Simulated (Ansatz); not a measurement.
Reaction (ligand exchange at a B–N bond): `BN([SiH3])[SiH2]F` + `OBF` → `BOBF` + `F[SiH2]N[SiH3]`

Isolated molecules relaxed with PBE0-D4/def2-TZVP in Ansatz; ΔE leaves out vibrations. CCSD(T)/CBS is the MP2 limit (def2-TZVPP, def2-QZVPP) plus CCSD(T) − MP2 in def2-TZVPP, frozen cores. This one scheme is used for every species. Functionals use def2-TZVPP. B3LYP here is the variant with VWN-RPA as its local correlation; programs differ in this. Each species was taken in one conformer, which may not be the lowest.

CCSD(T)/CBS gives +0.05 eV.

Another level gave -0.03 eV. Which?
A. B3LYP/def2-TZVPP
B. r2SCAN-D4/def2-TZVPP
C. HF/def2-TZVPP
D. PBE-D4/def2-TZVPP

A. B3LYP -0.03, r2SCAN-D4 0.06, HF/def2-TZVPP -0.15, PBE-D4 0.12 eV.

Largest T1 diagnostic among the species: 0.013.

In def2-TZVPP, CCSD(T) changes the Hartree–Fock value by +0.22 eV (the triples alone add +0.03 eV) and MP2 by +0.23 eV. The D4 term adds +0.07 eV with B3LYP and +0.04 eV with PBE0; it sums over pairs of atoms, weighted by their polarisabilities, and B3LYP, whose exchange is more repulsive, gets the larger term.
